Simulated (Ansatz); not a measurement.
Basis-set series for GaH₅SSi, SMILES `S[SiH2][GaH2]`. Charge 0, multiplicity 1. Geometry: relaxed with PBE0-D4/def2-TZVP. It is one conformer, not always the lowest.

| functional | basis | functions | energy (Eh) | HOMO (eV) | LUMO (eV) |
| --- | --- | --- | --- | --- | --- |
| PBE0-D4 | def2-TZVPP | 202 | -2615.06152 | -7.01 | -2.16 |
| PBE0-D4 | def2-QZVPP | 379 | -2615.12720 | -7.02 | -2.18 |
| ωB97M-V | def2-TZVPP | 202 | -2615.40900 | -9.03 | -0.44 |
| ωB97M-V | def2-QZVPP | 379 | -2615.47260 | -9.05 | -0.55 |

**Question.** Give the rows for def2-SVP. (An estimate is asked.)

**Answer.** Ansatz gave: 
| functional | basis | functions | energy (Eh) | HOMO (eV) | LUMO (eV) |
| --- | --- | --- | --- | --- | --- |
| PBE0-D4 | def2-SVP | 93 | -2614.57166 | -6.96 | -2.13 |
| ωB97M-V | def2-SVP | 93 | -2614.91928 | -8.94 | -0.37 |

Scalar relativity is left out up to krypton.
